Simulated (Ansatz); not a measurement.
Consider the ligand exchange at the Si–O bond: `[SiH3][O][GeH]` + `O[SiH2][SiH3]` → `[SiH3]O[SiH2][SiH3]` + `[OH][GeH]`.

Computed with Ansatz on PBE0-D4/def2-TZVP structures; ΔE is electronic, products minus reactants. CCSD(T)/CBS adds triple-zeta CCSD(T) − MP2 to the extrapolated MP2 energy (def2 sets, frozen cores). Functionals use def2-TZVPP. B3LYP here is the variant with VWN-RPA as its local correlation; programs differ in this. HSE06 is defined as in plane-wave codes. For Ge outer-core shells are correlated without core-valence functions, which leaves a few kJ/mol of doubt a bond. Scalar relativity is left out up to krypton. One conformer a species, not always the lowest.

`[SiH3][O][GeH]`:

Cartesian coordinates in Å:
```
Si 0.237 -0.646 -0.781
O -0.459 0.323 0.348
Ge 0.172 1.327 1.687
H 1.719 -0.665 -0.620
H -0.098 -0.139 -2.136
H -0.285 -2.028 -0.629
H -1.286 1.828 2.131
```

`O[SiH2][SiH3]`:

Cartesian coordinates in Å:
```
O -1.674 -1.153 0.397
Si -0.461 -0.150 0.904
Si 1.039 0.383 -0.822
H -2.234 -0.847 -0.317
H -1.006 1.121 1.465
H 0.233 -0.885 1.991
H 2.076 1.328 -0.322
H 0.313 1.038 -1.947
H 1.714 -0.834 -1.350
```

`[SiH3]O[SiH2][SiH3]`:

Z-matrix (Å, degrees):
```
Si
O 1 1.634
H 1 1.489 2 109.8
H 1 1.484 2 109.3 3 120.0
H 1 1.484 2 109.4 3 -120.0
Si 2 1.640 1 145.7 3 1.8
Si 6 2.347 2 111.8 1 -2.1
H 6 1.488 2 108.6 1 -123.4
H 6 1.488 2 108.8 1 119.2
H 7 1.488 6 111.0 2 60.7
H 7 1.489 6 108.8 2 -179.8
H 7 1.488 6 111.0 2 -60.2
```

`[OH][GeH]`:

Z-matrix (Å, degrees):
```
O
Ge 1 1.791
H 1 0.961 2 111.5
H 2 1.599 1 92.3 3 180.0
```

```
             level  ΔE (kJ/mol)  difference from CCSD(T)/CBS
       LDA (SPW92)        -13.0                          0.6
            PBE-D4        -13.1                          0.5
         revPBE-D4        -13.9                         -0.3
           BLYP-D4        -14.2                         -0.6
         r2SCAN-D4        -14.2                         -0.6
           PBE0-D4        -13.4                          0.2
          B3LYP-D4        -14.2                         -0.6
        r2SCANh-D4        -14.0                         -0.4
        r2SCAN0-D4        -13.8                         -0.2
          BHLYP-D4        -14.1                         -0.5
      CAM-B3LYP-D4        -14.5                         -0.9
           ωB97X-V        -13.8                         -0.2
           ωB97M-V        -13.1                          0.5
            B2PLYP        -11.8                          1.8
          PBE-QIDH        -12.1                          1.5
            revPBE         -9.7                          3.9
              BLYP        -10.0                          3.6
            r2SCAN        -13.2                          0.4
              PBE0        -11.2                          2.4
             B3LYP        -10.8                          2.8
           r2SCANh        -13.0                          0.6
           r2SCAN0        -12.7                          0.9
             HSE06        -11.1                          2.5
             BHLYP        -11.4                          2.2
         CAM-B3LYP        -12.1                          1.5
           LC-ωPBE        -12.7                          0.9
RPA@PBE/def2-TZVPP        -14.4                         -0.8
       HF/def2-SVP        -10.4                          3.2
      MP2/def2-SVP        -13.2                          0.4
     CCSD/def2-SVP        -13.6                          0.0
  CCSD(T)/def2-SVP        -14.1                         -0.5
     HF/def2-TZVPP        -10.6                          3.0
SCS-MP2/def2-TZVPP        -12.4                          1.2
   CCSD/def2-TZVPP        -12.7                          0.9
     HF/def2-QZVPP        -11.1                          2.5
    MP2/def2-QZVPP        -13.1                          0.5
SCS-MP2/def2-QZVPP        -12.9                          0.7
      HF/CBS(def2)        -11.1                          2.5
     MP2/CBS(def2)        -13.2                          0.4
    CCSD/CBS(def2)        -13.4                          0.2
       CCSD(T)/CBS        -13.6                            0
```

Largest T1 diagnostic among the species: 0.016.

The D4 term adds −3.5 kJ/mol with B3LYP and −2.2 kJ/mol with PBE0; it sums over pairs of atoms, weighted by their polarisabilities, and B3LYP, whose exchange is more repulsive, gets the larger term. Leaving LDA and LC-ωPBE aside and taking each functional with its dispersion term where it has one, the values spread over 2.8 kJ/mol, from CAM-B3LYP-D4 to B2PLYP.
